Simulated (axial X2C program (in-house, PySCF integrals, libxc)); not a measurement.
# LiZr⁻: from the spin-free to the two-component result

All values were computed with an in-house all-electron X2C program for linear molecules (integrals from PySCF). Spin-free means the one-electron spin-free X2C Hamiltonian; two-component (2c) means X2C with spin–orbit coupling and atomic mean-field two-electron Coulomb and Gaunt terms, so the difference of the two also holds small scalar two-electron terms. Basis: Zr dyall-av3z [12s13p10d4f2g], Li dyall-av3z [9s9p3d] (cores contracted in-house); Gaussian nuclei, density fitting, unrestricted open shells. Masses: Zr 89.905 u, Li 7.016 u.

Spin-free state: M_S = 2, Λ = 2 (beyond evenly filled blocks: σα, π+α, π-α, δ+α); fragments Zr- + Li.

| level | Re (Å) | ωe (cm⁻¹) | μ (D) |
| --- | --- | --- | --- |
| PBEsol | 2.947 | 231.3 | -5.99 |

Dipoles are positive if Li is the positive end and refer to the centre of mass.

Two-component determinant lowest at the distance of the search:

Ω = 1 (⟨Sz⟩ = -2.00, ⟨Lz⟩ = 3.00 at PBEsol); fragments Zr- + Li.

```
 level  Re (Å)  ωe (cm⁻¹)  μ (D)
PBEsol   3.024      239.2  -7.98
```

(1) From the two tables, how do the constants change at the PBEsol level (2c against spin-free)?

The state is a single determinant with fixed occupations, the lowest that a limited PBE0 search found. De is not given where an atomic determinant may have missed its ground term or J level, or where the truncated virtual space spoils (T). Density functionals use the spin component along the axis (collinear). The highest occupied level is positive at some bond lengths even in Hartree–Fock (under at least one Hamiltonian), so the basis set holds the extra electron there; where that holds at Re the anion is at best weakly bound and its constants depend on the basis. PBE0 can misorder states that lie within some tenths of an eV, so this need not be the ground state of the molecule. The nearest other spin-free determinant of the search, M_S = 2, Λ = 0, lies 0.08 eV up at the distance of the search. Without a current term, density functionals place determinants with orbital angular momentum somewhat too high. With several unpaired electrons one determinant need not be a pure state. At some level and bond length an empty orbital lies below a filled one.

## Answers

(1) At the PBEsol level Re increases by 0.077 Å and ωe rises by 7.9 cm⁻¹. The two determinants differ in configuration, so these shifts compare two states and are not the spin–orbit effect on one state.
